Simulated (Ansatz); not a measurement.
Born–Oppenheimer molecular dynamics of BFGaH$_{3}$ (6 atoms, charge 0, multiplicity 1). It starts at the highest image of a converged band, a first-order saddle point between two minima.

These are results of Ansatz, RKS PBE0/def2-SVP, not measurements.

```yaml
ensemble: NVE (velocity Verlet)
time_step: 0.5 fs
steps_asked: 200
starting_velocities_drawn_for: 100 K
seed: 9713
```

First frame:

```xyz
6
Properties=species:S:1:pos:R:3
B -0.702 0.429 -0.648
Ga 0.568 -0.776 0.239
F 1.593 -2.095 0.722
H -1.793 0.518 -0.141
H -0.221 1.305 -1.323
H 0.555 0.619 1.150
```

Task: How far do the bonds stretch over the last three quarters of this one trajectory? (Pairs bonded in most of those frames.)

Result: 
| bond | mean (Å) | spread (Å) | shortest | longest |
| --- | --- | --- | --- | --- |
| B1–Ga2 | 2.068 | 0.058 | 1.97 | 2.13 |
| B1–H4 | 1.210 | 0.022 | 1.17 | 1.25 |
| B1–H5 | 1.210 | 0.025 | 1.16 | 1.25 |
| Ga2–F3 | 1.763 | 0.017 | 1.74 | 1.78 |
| Ga2–H6 | 1.601 | 0.026 | 1.56 | 1.66 |

Mean temperature of the second half: 810 K. The conserved energy stayed within 0.073 meV per atom of its start (net change 0.048 meV per atom), so the integration is sound. The kinetic energy rose, since the run started high on the potential surface and went downhill. A run of 0.1 ps of so small a system gives no equilibrium averages. The orbitals stay closed-shell, which can raise the energy where a bond breaks towards radicals; this wasn't checked here.

Run time: 6.9 min on 1 thread of Arm Neoverse V2, with other jobs on the host, peak memory 0.16 GiB.
